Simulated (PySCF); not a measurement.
InF, SMILES [In][F] (connectivity only; charge and spin as stated), neutral, multiplicity 1.

The structure is a stationary point at r2SCAN-D4/def2-TZVP. The def2 effective core potentials stand for the cores of In; spin–orbit coupling is left out.

Computed with TDDFT-PBE/def2-TZVPD (PySCF).

Vertical excitations; the highest root listed may be one member of a degenerate set.  State labels are in the subgroup C2v.

Computed UV-visible absorptions:
| state | symmetry | energy (eV) | λ (nm) | f | main pairs |
|---|---|---|---|---|---|
| S1 | B2 | 4.81 | 258 | 0.157 | HOMO→LUMO+1 (degenerate set) |
| S2 | B1 | 4.81 | 258 | 0.157 | HOMO→LUMO (degenerate set) |
| S3 | A2 | 5.47 | 227 | 0.000 | HOMO−2→LUMO+1 50 %, HOMO−1→LUMO 50 % |
| S4 | A2 | 5.54 | 224 | 0.000 | HOMO−1→LUMO, HOMO−2→LUMO+1 (degenerate set) |
| S5 | A1 | 5.54 | 224 | 0.000 | HOMO−1→LUMO+1, HOMO−2→LUMO (degenerate set) |
| S6 | A1 | 5.93 | 209 | 0.031 | HOMO→LUMO+2 34 %, HOMO−2→LUMO 32 %, HOMO−1→LUMO+1 32 % |
| S7 | A1 | 6.76 | 183 | 0.316 | HOMO→LUMO+3 54 %, HOMO→LUMO+2 26 % |
| S8 | A1 | 6.81 | 182 | 0.230 | HOMO→LUMO+3 46 %, HOMO→LUMO+2 34 %, HOMO−1→LUMO+1 7 %, HOMO−2→LUMO 7 % |
| S9 | B1 | 7.20 | 172 | 0.006 | HOMO−2→LUMO+2 (degenerate set) |
| S10 | B2 | 7.20 | 172 | 0.006 | HOMO−1→LUMO+2 (degenerate set) |
| T1 | B2 | 3.75 | 331 | 0 | HOMO→LUMO+1 (degenerate set) |
| T2 | B1 | 3.75 | 331 | 0 | HOMO→LUMO (degenerate set) |
| T3 | A1 | 5.24 | 236 | 0 | HOMO−1→LUMO+1 50 %, HOMO−2→LUMO 50 % |
| T4 | A2 | 5.33 | 233 | 0 | HOMO−2→LUMO+1 50 %, HOMO−1→LUMO 50 % |
Triplets are in the Tamm–Dancoff approximation, which puts them higher than full response would, so one can lie above its singlet here.
